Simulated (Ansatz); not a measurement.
CH₅GaOSi (`[CH2]1O[SiH2][GaH]1`). Charge 0, multiplicity 1.

```xyz
9

C     0.0783   -1.2489    0.0855
O    -0.8887   -0.4027    0.7295
Si   -0.6481    1.2100    0.3572
Ga    1.1329    0.1817   -0.8922
H    -0.4317   -1.9750   -0.5569
H     0.6407   -1.8118    0.8383
H    -0.4024    2.0194    1.5872
H    -1.8524    1.8002   -0.2982
H     2.3715    0.2271   -1.8506
```

Task: What are the harmonic wavenumbers in cm⁻¹ at PBE0-D4/def2-TZVP (Ansatz, finite differences of forces, unscaled)? (Best estimate.)

Result: Computed: 79, 325, 332, 362, 422, 507, 584, 638, 673, 755, 807, 964, 1033, 1197, 1216, 1463, 1959, 2182, 2184, 3030, 3077.

Task: Is this a minimum?

Result: Yes, all 21 modes are real.

Task: Give the ideal-gas thermochemistry at 298.15 K and 1 bar (rigid rotor, harmonic oscillator; point group Cs, symmetry number 1).

Result: Zero-point energy 142.3 kJ/mol; H(298) − E = 160.4 kJ/mol; entropy 326.5 J/(mol·K), of which translation 169.6, rotation 110.7, vibration 46.2; G(298) − E = 63.0 kJ/mol. Modes under 100 cm⁻¹ are hindered rotations or soft bends, so the harmonic entropy is rough.
